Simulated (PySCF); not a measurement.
CH3AlCl (SMILES [CH3][Al][Cl]), doublet, at a GFN2-xTB geometry (such geometries of metal compounds can be far from the true shape) (the spin is typed, not shown lowest); DF-HF/6-31G** (PySCF).

Here is a job for PySCF.
```python
from pyscf import gto, scf

mol = gto.Mole()
mol.atom = '''
    Al    0.578500    0.452630    0.045582
    C    -0.201890    1.634954   -1.398184
    H    -1.162053    2.065533   -1.096246
    H    -0.381891    1.079620   -2.324327
    H     0.464979    2.465829   -1.640912
    Cl   -0.307659   -1.253229    0.756355
'''
mol.basis = '6-31g**'
mol.charge = 0
mol.spin = 1
mol.verbose = 4
mol.build()

mf = scf.UHF(mol)
mf = mf.density_fit(auxbasis='def2-universal-jkfit')
mf.kernel()
```

It wrote (shortened):

```
PySCF version 2.14.0

[INPUT] verbose = 4
[INPUT] num. atoms = 6
[INPUT] num. electrons = 39
[INPUT] charge = 0
[INPUT] spin (= nelec alpha-beta = 2S) = 1
[INPUT] symmetry False subgroup None
[INPUT] Mole.unit = angstrom
[INPUT] Symbol           X                Y                Z      unit          X                Y                Z       unit  Magmom
[INPUT]  1 Al     0.578500000000   0.452630000000   0.045582000000 AA    1.093206563061   0.855346735762   0.086137496210 Bohr   0.0
[INPUT]  2 C     -0.201890000000   1.634954000000  -1.398184000000 AA   -0.381516807288   3.089615286262  -2.642184831749 Bohr   0.0
[INPUT]  3 H     -1.162053000000   2.065533000000  -1.096246000000 AA   -2.195961912229   3.903291671251  -2.071604705150 Bohr   0.0
[INPUT]  4 H     -0.381891000000   1.079620000000  -2.324327000000 AA   -0.721669399436   2.040186118603  -4.392341453932 Bohr   0.0
[INPUT]  5 H      0.464979000000   2.465829000000  -1.640912000000 AA    0.878682963674   4.659741480010  -3.100874274512 Bohr   0.0
[INPUT]  6 Cl    -0.307659000000  -1.253229000000   0.756355000000 AA   -0.581391249758  -2.368259581363   1.429303802945 Bohr   0.0

nuclear repulsion = 116.531046743607
number of shells = 31
number of NR pGTOs = 150
number of NR cGTOs = 65
basis = 6-31g**
ecp = {}

******** <class 'pyscf.df.df_jk.DFUHF'> ********
method = DFUHF
initial guess = minao
damping factor = 0
level_shift factor = 0
DIIS = <class 'pyscf.scf.diis.CDIIS'>
diis_start_cycle = 1
diis_space = 8
diis_damp = 0
SCF conv_tol = 1e-09
SCF conv_tol_grad = None
SCF max_cycles = 50
direct_scf = False
number electrons alpha = 20  beta = 19
Set gradient conv threshold to 3.16228e-05
******** <class 'pyscf.df.df.DF'> ********
auxbasis = def2-universal-jkfit
init E= -741.090511968131

cycle= 1 E= -741.000091450894  delta_E= 0.0904  |g|= 0.204  |ddm|= 1.55
cycle= 2 E= -741.040007017905  delta_E= -0.0399  |g|= 0.0739  |ddm|= 0.474
cycle= 3 E= -741.046297229886  delta_E= -0.00629  |g|= 0.0287  |ddm|= 0.161
cycle= 4 E= -741.048229465512  delta_E= -0.00193  |g|= 0.0101  |ddm|= 0.12
cycle= 5 E= -741.048580932043  delta_E= -0.000351  |g|= 0.00477  |ddm|= 0.0519
cycle= 6 E= -741.048656486145  delta_E= -7.56e-05  |g|= 0.00255  |ddm|= 0.0207
cycle= 7 E= -741.04867599016  delta_E= -1.95e-05  |g|= 0.00108  |ddm|= 0.0105
cycle= 8 E= -741.048679396047  delta_E= -3.41e-06  |g|= 0.00041  |ddm|= 0.00416
cycle= 9 E= -741.04867985286  delta_E= -4.57e-07  |g|= 0.000164  |ddm|= 0.00163
cycle= 10 E= -741.048679919285  delta_E= -6.64e-08  |g|= 6.99e-05  |ddm|= 0.000597
cycle= 11 E= -741.048679931235  delta_E= -1.2e-08  |g|= 2.22e-05  |ddm|= 0.000284
cycle= 12 E= -741.048679932263  delta_E= -1.03e-09  |g|= 8.1e-06  |ddm|= 7.44e-05
cycle= 13 E= -741.048679932408  delta_E= -1.45e-10  |g|= 2.52e-06  |ddm|= 2.65e-05
Extra cycle  E= -741.048679932416  delta_E= -7.84e-12  |g|= 1.48e-06  |ddm|= 5.07e-06
converged SCF energy = -741.048679932416  <S^2> = 0.75620183  2S+1 = 2.0061922
```
